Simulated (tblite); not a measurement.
Record of a relaxation.

C₆H₁₃BN₂.
Numbering: `[BH:1]1[NH:2][CH2:3][CH2:4][N:5]1[CH:6]1[CH2:7][CH2:8][CH2:9]1` (hydrogens: H10 on B1; H11 on N2; H12, H13 on C3; H14, H15 on C4; H16 on C6; H17, H18 on C7; H19, H20 on C8; H21, H22 on C9)

Computed with GFN2-xTB (tblite), gas phase: L-BFGS steps from a force-field or distance-geometry start until the largest atomic force falls under 0.01 eV/Å. 9 of its 143 geometries are shown.

Step 0: E = -722.5370 eV, largest atomic force 3.199 eV/Å
```
atom  x, y, z in Å  |  force x, y, z in eV/Å
B1      1.075    0.035    1.530   -0.161   0.379   0.154
N2      2.489   -0.397    1.307   -1.446   2.347   0.549
C3      2.635   -0.295   -0.130    0.224  -0.112  -1.121
C4      1.474    0.584   -0.683    0.217   0.238  -0.386
N5      0.363    0.558    0.297    1.746  -2.598   0.662
C6     -0.694   -0.391   -0.125    0.590   0.636   0.342
C7     -1.529    0.146   -1.288    0.030   0.005  -0.930
C8     -2.752    0.184   -0.385   -1.107   0.166  -0.214
C9     -1.923   -0.337    0.778   -0.369   0.010   1.018
H10     0.551    0.027    2.601    0.310  -0.075  -0.535
H11     3.094    0.325    1.763   -0.435  -1.282  -0.192
H12     2.555   -1.312   -0.574    0.155   0.410   0.289
H13     3.607    0.144   -0.402   -0.191  -0.282  -0.067
H14     1.836    1.624   -0.780   -0.241  -0.197   0.089
H15     1.174    0.241   -1.690   -0.043   0.145   0.417
H16    -0.325   -1.429   -0.288    0.073   0.532   0.067
H17    -1.230    1.162   -1.623   -0.024  -0.882  -0.098
H18    -1.629   -0.601   -2.110    0.204   0.882   0.269
H19    -3.136    1.215   -0.217   -0.106  -0.896  -0.236
H20    -3.535   -0.543   -0.701    0.228   0.872   0.223
H21    -1.860    0.419    1.602    0.102  -1.022  -0.524
H22    -2.251   -1.340    1.117    0.243   0.723   0.225
```

Step 18: E = -723.6692 eV, largest atomic force 0.235 eV/Å
```
atom  x, y, z in Å  |  force x, y, z in eV/Å
B1      1.109    0.117    1.543    0.002   0.022  -0.090
N2      2.493    0.070    1.287    0.054  -0.102  -0.049
C3      2.720   -0.159   -0.133   -0.030   0.034   0.010
C4      1.479    0.503   -0.726   -0.063  -0.092   0.045
N5      0.449    0.234    0.280   -0.095  -0.021  -0.034
C6     -0.733   -0.456   -0.153   -0.074  -0.026   0.029
C7     -1.561    0.176   -1.301    0.089  -0.054   0.063
C8     -2.799    0.189   -0.395    0.053   0.062  -0.016
C9     -1.956   -0.333    0.777    0.009  -0.015  -0.050
H10     0.606    0.075    2.595    0.029  -0.032  -0.081
H11     3.256   -0.142    1.905   -0.029   0.061   0.082
H12     2.699   -1.245   -0.335    0.193   0.090  -0.099
H13     3.652    0.266   -0.514   -0.024   0.010   0.132
H14     1.642    1.591   -0.770   -0.052  -0.119  -0.109
H15     1.209    0.134   -1.716    0.002  -0.039   0.060
H16    -0.493   -1.514   -0.379   -0.041   0.126   0.011
H17    -1.216    1.164   -1.600   -0.007  -0.055   0.015
H18    -1.658   -0.465   -2.176    0.067   0.091  -0.064
H19    -3.215    1.178   -0.237   -0.135   0.063   0.011
H20    -3.588   -0.489   -0.715    0.014   0.033   0.018
H21    -1.804    0.400    1.564   -0.010  -0.074   0.008
H22    -2.302   -1.274    1.197    0.048   0.037   0.107
```

Step 36: E = -723.9053 eV, largest atomic force 0.222 eV/Å
```
atom  x, y, z in Å  |  force x, y, z in eV/Å
B1      1.102   -0.073    1.511   -0.075   0.070  -0.076
N2      2.490   -0.066    1.316    0.064  -0.036  -0.111
C3      2.845    0.019   -0.085   -0.005   0.010  -0.135
C4      1.487    0.154   -0.808   -0.101  -0.026   0.035
N5      0.490   -0.026    0.239   -0.102   0.083  -0.044
C6     -0.812   -0.478   -0.165    0.015   0.002   0.036
C7     -1.576    0.333   -1.242    0.210  -0.047   0.054
C8     -2.837    0.258   -0.372    0.011  -0.040  -0.112
C9     -1.991   -0.246    0.803    0.072   0.012  -0.014
H10     0.535   -0.051    2.527    0.068  -0.191   0.074
H11     3.256   -0.183    1.954   -0.087   0.098   0.108
H12     3.402   -0.866   -0.431   -0.074  -0.029   0.103
H13     3.492    0.890   -0.256   -0.081   0.026  -0.111
H14     1.389    1.152   -1.266   -0.012  -0.079   0.068
H15     1.335   -0.582   -1.609    0.175  -0.042   0.089
H16    -0.753   -1.547   -0.447   -0.043   0.112  -0.074
H17    -1.194    1.348   -1.326    0.017  -0.005  -0.036
H18    -1.626   -0.124   -2.232   -0.033   0.094   0.105
H19    -3.366    1.197   -0.226    0.000   0.002   0.045
H20    -3.536   -0.490   -0.730   -0.122  -0.073  -0.034
H21    -1.783    0.536    1.527    0.072  -0.022   0.025
H22    -2.358   -1.134    1.317    0.030   0.083   0.007
```

Step 53: E = -723.9926 eV, largest atomic force 0.051 eV/Å
```
atom  x, y, z in Å  |  force x, y, z in eV/Å
B1      1.094   -0.204    1.489   -0.012   0.012   0.014
N2      2.477   -0.067    1.309    0.017  -0.012   0.028
C3      2.832    0.128   -0.079   -0.016  -0.002  -0.010
C4      1.499   -0.058   -0.826   -0.011   0.013  -0.048
N5      0.490   -0.136    0.217    0.021  -0.026  -0.008
C6     -0.837   -0.473   -0.193    0.033  -0.009   0.011
C7     -1.561    0.443   -1.208    0.036  -0.012  -0.007
C8     -2.835    0.296   -0.365    0.006   0.010  -0.027
C9     -1.972   -0.194    0.804   -0.004  -0.015   0.004
H10     0.559   -0.358    2.511   -0.022   0.019   0.000
H11     3.216   -0.014    1.987   -0.003   0.013  -0.003
H12     3.586   -0.598   -0.412    0.001   0.011   0.020
H13     3.241    1.136   -0.240   -0.003  -0.016  -0.031
H14     1.303    0.780   -1.506   -0.039  -0.011   0.001
H15     1.498   -0.981   -1.425    0.012   0.011   0.010
H16    -0.876   -1.518   -0.547    0.006   0.023  -0.001
H17    -1.171    1.459   -1.188    0.009  -0.011   0.025
H18    -1.603    0.092   -2.237   -0.010   0.012  -0.005
H19    -3.420    1.198   -0.202    0.007   0.025   0.017
H20    -3.489   -0.485   -0.749   -0.010   0.002   0.000
H21    -1.704    0.614    1.480    0.008  -0.016   0.002
H22    -2.337   -1.040    1.379   -0.025  -0.021   0.009
```

Step 71: E = -724.0049 eV, largest atomic force 0.054 eV/Å
```
atom  x, y, z in Å  |  force x, y, z in eV/Å
B1      1.081   -0.188    1.492   -0.029  -0.003  -0.015
N2      2.454    0.027    1.304    0.021   0.008   0.045
C3      2.806    0.150   -0.094    0.001  -0.014   0.003
C4      1.486   -0.134   -0.831   -0.020   0.008  -0.042
N5      0.489   -0.252    0.218    0.000   0.020  -0.020
C6     -0.845   -0.535   -0.203    0.012   0.002  -0.003
C7     -1.513    0.465   -1.177   -0.006   0.005   0.008
C8     -2.803    0.340   -0.355   -0.012  -0.006   0.015
C9     -1.980   -0.256    0.795    0.017  -0.009   0.018
H10     0.541   -0.297    2.518    0.025   0.000  -0.010
H11     3.187    0.147    1.980   -0.001   0.012  -0.026
H12     3.583   -0.569   -0.379    0.040   0.004   0.015
H13     3.179    1.160   -0.320    0.002  -0.037   0.002
H14     1.231    0.676   -1.526   -0.010   0.007   0.010
H15     1.539   -1.062   -1.420    0.005  -0.014   0.041
H16    -0.917   -1.559   -0.607    0.027   0.018   0.002
H17    -1.072    1.456   -1.085   -0.006  -0.007  -0.014
H18    -1.555    0.179   -2.226   -0.030   0.004   0.012
H19    -3.338    1.263   -0.144   -0.002   0.019   0.001
H20    -3.495   -0.382   -0.783   -0.005  -0.001  -0.006
H21    -1.677    0.499    1.515   -0.006   0.014   0.001
H22    -2.393   -1.109    1.326   -0.024  -0.029  -0.039
```

Step 89: E = -724.0121 eV, largest atomic force 0.041 eV/Å
```
atom  x, y, z in Å  |  force x, y, z in eV/Å
B1      1.078   -0.132    1.496   -0.024   0.020  -0.019
N2      2.449    0.095    1.302   -0.008  -0.020   0.035
C3      2.811    0.135   -0.098    0.001  -0.001   0.011
C4      1.486   -0.153   -0.827    0.026  -0.002  -0.026
N5      0.486   -0.242    0.224    0.004   0.007  -0.032
C6     -0.840   -0.542   -0.213    0.007  -0.009   0.007
C7     -1.513    0.475   -1.168   -0.002   0.005   0.001
C8     -2.796    0.367   -0.333   -0.004  -0.001   0.004
C9     -1.994   -0.322    0.780    0.003   0.002  -0.003
H10     0.546   -0.217    2.529    0.009   0.017  -0.020
H11     3.178    0.252    1.974   -0.002  -0.011  -0.023
H12     3.572   -0.620   -0.339   -0.005   0.011   0.020
H13     3.217    1.118   -0.376   -0.013  -0.007  -0.003
H14     1.236    0.643   -1.540    0.001  -0.028   0.025
H15     1.532   -1.098   -1.388   -0.004   0.010   0.005
H16    -0.874   -1.554   -0.650   -0.003   0.006   0.002
H17    -1.056    1.459   -1.091    0.007   0.010   0.007
H18    -1.583    0.189   -2.215   -0.007   0.004  -0.002
H19    -3.275    1.308   -0.070   -0.006  -0.004   0.007
H20    -3.533   -0.291   -0.788   -0.003  -0.003   0.007
H21    -1.705    0.365    1.570   -0.002  -0.007  -0.001
H22    -2.433   -1.214    1.219    0.026   0.001  -0.003
```

Step 106: E = -724.0172 eV, largest atomic force 0.019 eV/Å
```
atom  x, y, z in Å  |  force x, y, z in eV/Å
B1      1.051   -0.069    1.475    0.003   0.005   0.005
N2      2.428    0.133    1.300    0.001   0.002   0.011
C3      2.812    0.132   -0.094   -0.001  -0.009  -0.004
C4      1.510   -0.228   -0.831    0.003   0.002  -0.009
N5      0.486   -0.250    0.200    0.006   0.007  -0.005
C6     -0.838   -0.541   -0.248    0.003  -0.010   0.010
C7     -1.522    0.519   -1.148   -0.003  -0.003   0.002
C8     -2.790    0.390   -0.294   -0.002  -0.002   0.002
C9     -1.986   -0.382    0.762    0.005  -0.004  -0.002
H10     0.502   -0.090    2.501    0.001   0.001   0.011
H11     3.145    0.315    1.980    0.002   0.007  -0.018
H12     3.604   -0.601   -0.293    0.003  -0.006   0.002
H13     3.183    1.119   -0.405    0.007  -0.004   0.008
H14     1.268    0.509   -1.608   -0.007  -0.007   0.009
H15     1.579   -1.212   -1.318    0.001   0.005   0.005
H16    -0.858   -1.532   -0.730   -0.011   0.006  -0.011
H17    -1.048    1.493   -1.047   -0.007   0.007   0.001
H18    -1.619    0.270   -2.203    0.004   0.006  -0.006
H19    -3.237    1.325    0.036   -0.009  -0.003   0.003
H20    -3.557   -0.218   -0.770    0.000  -0.004  -0.004
H21    -1.696    0.243    1.601    0.003  -0.005  -0.009
H22    -2.426   -1.304    1.134   -0.001   0.008   0.001
```

Step 124: E = -724.0191 eV, largest atomic force 0.036 eV/Å
```
atom  x, y, z in Å  |  force x, y, z in eV/Å
B1      1.042   -0.004    1.467    0.014  -0.005   0.006
N2      2.423    0.177    1.296   -0.023  -0.017  -0.006
C3      2.823    0.088   -0.091   -0.009   0.012  -0.019
C4      1.516   -0.250   -0.829    0.015   0.000  -0.011
N5      0.489   -0.248    0.198    0.001   0.009  -0.020
C6     -0.832   -0.528   -0.265   -0.012  -0.017   0.023
C7     -1.530    0.556   -1.127   -0.014   0.005   0.003
C8     -2.798    0.372   -0.282   -0.002   0.011   0.008
C9     -1.983   -0.423    0.747   -0.013  -0.008   0.013
H10     0.490    0.036    2.491   -0.012  -0.005   0.004
H11     3.135    0.380    1.974    0.009  -0.002  -0.016
H12     3.586   -0.687   -0.244   -0.012  -0.004   0.021
H13     3.241    1.042   -0.441    0.024   0.016  -0.022
H14     1.282    0.490   -1.606    0.028   0.002  -0.001
H15     1.563   -1.235   -1.316    0.019   0.004   0.015
H16    -0.842   -1.497   -0.789   -0.002  -0.007   0.007
H17    -1.074    1.534   -0.989    0.005   0.013   0.015
H18    -1.622    0.347   -2.190    0.008  -0.004  -0.017
H19    -3.261    1.286    0.084   -0.017   0.006  -0.006
H20    -3.554   -0.230   -0.783    0.015  -0.004   0.002
H21    -1.701    0.179    1.605   -0.006  -0.001   0.002
H22    -2.404   -1.364    1.090   -0.016  -0.004  -0.001
```

Step 142: E = -724.0216 eV, largest atomic force 0.009 eV/Å
```
atom  x, y, z in Å  |  force x, y, z in eV/Å
B1      1.031    0.091    1.439    0.001  -0.002  -0.007
N2      2.414    0.259    1.275   -0.001   0.001  -0.003
C3      2.841    0.032   -0.088   -0.001  -0.003   0.001
C4      1.533   -0.291   -0.833   -0.001  -0.001   0.009
N5      0.494   -0.245    0.182   -0.001   0.002   0.000
C6     -0.829   -0.507   -0.285   -0.006  -0.003   0.000
C7     -1.543    0.620   -1.077    0.003  -0.003   0.003
C8     -2.815    0.344   -0.265    0.003   0.000   0.006
C9     -1.984   -0.479    0.730    0.000   0.000   0.004
H10     0.464    0.207    2.450    0.000  -0.001  -0.008
H11     3.123    0.477    1.951    0.001  -0.001  -0.002
H12     3.552   -0.803   -0.149    0.005   0.001   0.002
H13     3.333    0.921   -0.505   -0.004   0.001  -0.004
H14     1.329    0.442   -1.626    0.002  -0.001   0.007
H15     1.568   -1.285   -1.301   -0.003   0.004   0.003
H16    -0.832   -1.443   -0.864    0.002   0.001   0.000
H17    -1.110    1.593   -0.854   -0.004   0.002  -0.005
H18    -1.616    0.492   -2.155    0.007   0.002  -0.001
H19    -3.323    1.216    0.141   -0.005  -0.007  -0.003
H20    -3.535   -0.264   -0.811    0.001   0.008   0.002
H21    -1.720    0.088    1.617   -0.002  -0.004  -0.001
H22    -2.385   -1.446    1.026    0.002   0.005  -0.002
```

Problem. Summarise the path.

Solution. The energy falls by 1.4846 eV from step 0 to step 142; nine tenths of that is first reached at step 34. It rises by more than 0.2 meV at step 41. The largest force goes from 3.199 to 0.009 eV/Å. Among the bonds B1–N5 changes most, from 1.517 to 1.407 Å; the atoms move by 0.760 Å rms after alignment.

Problem. Follow the three bonds and two angles with the largest change from start to end.

Solution. 
```tsv
step	E above end (eV)	largest force (eV/Å)	B1–N5 (Å)	B1–N2 (Å)	N5–C6 (Å)	B1–N2–H11 (°)	B1–N5–C6 (°)
0	1.4846	3.199	1.517	1.495	1.482	106.4	110.2
6	0.6015	0.831	1.427	1.414	1.426	124.2	121.4
12	0.4112	0.689	1.431	1.395	1.438	132.5	126.0
19	0.3433	0.216	1.429	1.405	1.436	129.0	127.4
25	0.2659	0.418	1.419	1.410	1.436	125.7	129.5
31	0.1752	0.357	1.417	1.401	1.430	128.8	127.9
37	0.1007	0.214	1.410	1.401	1.434	132.1	129.5
43	0.0517	0.164	1.408	1.403	1.430	131.0	129.9
49	0.0313	0.056	1.409	1.402	1.429	129.9	130.1
56	0.0276	0.054	1.409	1.402	1.428	130.4	130.2
62	0.0241	0.064	1.408	1.402	1.427	130.3	130.8
68	0.0186	0.057	1.405	1.402	1.426	130.0	131.5
74	0.0154	0.048	1.406	1.403	1.427	130.4	132.1
80	0.0128	0.062	1.406	1.402	1.429	129.9	132.7
86	0.0103	0.081	1.407	1.404	1.429	130.4	132.8
93	0.0082	0.059	1.406	1.402	1.428	130.4	133.1
99	0.0059	0.054	1.406	1.403	1.427	130.2	133.1
105	0.0045	0.020	1.406	1.403	1.428	130.0	133.0
111	0.0041	0.012	1.407	1.403	1.428	130.2	133.2
117	0.0038	0.021	1.407	1.403	1.428	130.1	133.4
123	0.0028	0.037	1.406	1.403	1.427	130.0	133.7
130	0.0010	0.031	1.407	1.403	1.427	130.1	133.5
136	0.0002	0.022	1.406	1.402	1.427	130.1	133.5
142	0.0000	0.009	1.407	1.403	1.428	130.1	133.6
```

What follows is the cost of the whole relaxation. The run took 1.1 s wall on Arm Neoverse V1, one thread, shared host with 32 logical CPUs at a one-minute load of 9.0.
